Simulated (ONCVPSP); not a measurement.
PBE ONCV dataset for germanium (Ge), scalar-relativistic all-electron reference.

Input for ONCVPSP 4.0.1:

```
# ATOM AND REFERENCE CONFIGURATION
# atsym  z   nc   nv     iexc    psfile
  Ge 32.00    5    3        4      upf
#
#   n    l    f
    1    0    2.00
    2    0    2.00
    2    1    6.00
    3    0    2.00
    3    1    6.00
    3    2   10.00
    4    0    2.00
    4    1    2.00
#
# PSEUDOPOTENTIAL AND OPTIMIZATION
# lmax
    2
#
#   l,   rc,      ep,       ncon, nbas, qcut
    0    1.35    0.00    4    7    4.90
    1    1.65    0.00    3    6    4.80
    2    1.25    0.00    4    8   10.90
#
# LOCAL POTENTIAL
# lloc, lpopt,  rc(5),   dvloc0
    4    5    1.05    6.00
#
# VANDERBILT-KLEINMAN-BYLANDER PROJECTORs
# l, nproj, debl
    0    2    2.40
    1    1    2.10
    2    2    3.10
#
# MODEL CORE CHARGE
# icmod, fcfact, rcfact
    3    5.75    1.50
#
# LOG DERIVATIVE ANALYSIS
# epsh1, epsh2, depsh
   -3.00    5.00    0.02
#
# OUTPUT GRID
# rlmax, drl
    6.00    0.01
#
# TEST CONFIGURATIONS
# ncnf
    4
# nvcnf
#   n    l    f
    3
    3    2   10.00
    4    0    2.00
    4    1    1.00
#
    3
    3    2   10.00
    4    0    2.00
    4    1    0.00
#
    3
    3    2   10.00
    4    0    1.00
    4    1    0.00
#
    3
    3    2   10.00
    4    0    1.00
    4    1    3.00
#
```

Command:

```bash
oncvpsp.x < Ge.dat > Ge.out
```

Resulting log (shortened: citation, most of the input echo, consistency checks and plot data are left out):

```
ONCVPSP  (Optimized Norm-Conservinng Vanderbilt PSeudopotential)
scalar-relativistic version 4.0.1

#   n    l    f        energy (Ha)
    1    0    2.00    -4.0281571E+02
    2    0    2.00    -5.0412488E+01
    2    1    6.00    -4.4051811E+01
    3    0    2.00    -6.1919266E+00
    3    1    6.00    -4.2489733E+00
    3    2   10.00    -1.0771536E+00
    4    0    2.00    -4.3112376E-01
    4    1    2.00    -1.4315416E-01

Reference configufation results
  iterations    25
  all-electron total energy (Ha)   -2.09883316D+03

Begin loop to  construct optimized pseudo wave functions
and semi-local pseudopoentials for all angular momenta

   Wellstate for l =  0  n =  6
     eigenvalue =   1.9689
     asymptotic potential =   2.4689
     half-point radius =  3.8509

Calculating optimized projector #   1

 for l=   0

    Fraction of norm inside rc  0.150172
    Optimizing pswf for qcut=   4.91 a_B^-1,  ecut=  12.04 Ha

optimize: ERROR ps0norm > uunorm, code will stop
```

The run stopped because the continuity conditions at rc already need more norm inside rc than the all-electron wave has, so norm conservation cannot be met.

The run took about 0.19 s on one core of a shared server CPU.
